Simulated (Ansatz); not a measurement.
Coupled-cluster diagnostics for Si₃O₄⁻, Ansatz.

Geometry of the doublet (r2SCAN-D4/def2-SVPD):

Cartesian coordinates in Å:
```
Si -1.4835 -1.1411 -1.0393
Si -0.3805 0.9568 -1.1573
Si 0.5870 -0.5500 1.1251
O -0.5212 -1.5250 0.4363
O 0.6616 0.8293 0.2351
O -0.2898 2.2764 -1.9845
O 1.4264 -0.8464 2.3846
```

Correlated methods freeze 19 core orbitals. Another isomer (doublet) lies 0.53 eV lower at PBE0-D4/def2-TZVPD; other spin states weren't run for this one.

**Question.** Estimate the CCSD(T) correlation energy, the shares of MP2 and (T), T1 and the reference's ⟨S²⟩ for: charge -1, doublet, own geometry in def2-SVPD; and the rough time on 4 threads of Intel Xeon on a shared host.

**Answer.** 
| state | basis | correlation (eV) | MP2 share (%) | (T) share (%) | T1 | ⟨S²⟩ (pure) | wall time |
| --- | --- | --- | --- | --- | --- | --- | --- |
| charge -1, doublet, own geometry | def2-SVPD | -29.737 | 95.1 | 3.9 | 0.024 | 0.77 (0.75) | 3.6 min |
Customary marks for T1 are 0.02 (closed shells), 0.045 (open shells) and about 0.05 (3d metals). T1 exceeds 0.02 in 1 of 1 rows and 0.045 in 0; the higher it lies, the less the single-reference result can be trusted.
